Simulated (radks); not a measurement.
Spherical quantum dot in the effective-mass picture: electrons in a hard-walled sphere of radius 1.54, all in effective atomic units (hartree* = m*/eps^2 hartree, bohr* = eps/m* bohr), one dielectric constant everywhere. Calculated with a radial shooting solver with Libxc functionals: non-relativistic Kohn-Sham, LDA (Slater exchange, Perdew-Wang correlation), spin-polarised, spherical densities. Levels are named by radial order and angular momentum (1s, 1p, 1d, 2s, ...), and open shells are averaged over m. Results are scaled to m* = 0.587 and eps = 9.3, for which hartree* = 184.7 meV and bohr* = 0.8384 nm.

N = 9, configuration 1s2 1p6 1d(up 1, down 0). This is the lowest configuration that the search found. Occupied and some empty levels:

level,occupation,eigenvalue (meV),<r> (nm)
1s up,1,1860.4,0.7169
1s down,1,1870.0,0.7155
1p up,3,2182.8,0.8059
1p down,3,2193.9,0.8053
1d up,1,2636.3,0.8631
1d down,0,2648.0,0.8630
2s up,0,3025.6,0.6205
2s down,0,3031.9,0.6212
1f up,0,3204.8,0.9047
1f down,0,3216.8,0.9047
2p up,0,3783.9,0.6888
2p down,0,3791.2,0.6888

Energy (meV): total 12771.6, kinetic 6946.8, external 0, Hartree 7137.9, exchange-correlation -1313.2.

Electron density:

r (nm),n(r) (e/nm^3)
0.0973,0.8452
0.194,1.025
0.291,1.299
0.387,1.627
0.484,1.948
0.581,2.186
0.677,2.262
0.774,2.118
0.871,1.744
0.968,1.211
1.06,0.6508
1.16,0.2150
1.26,0.01346
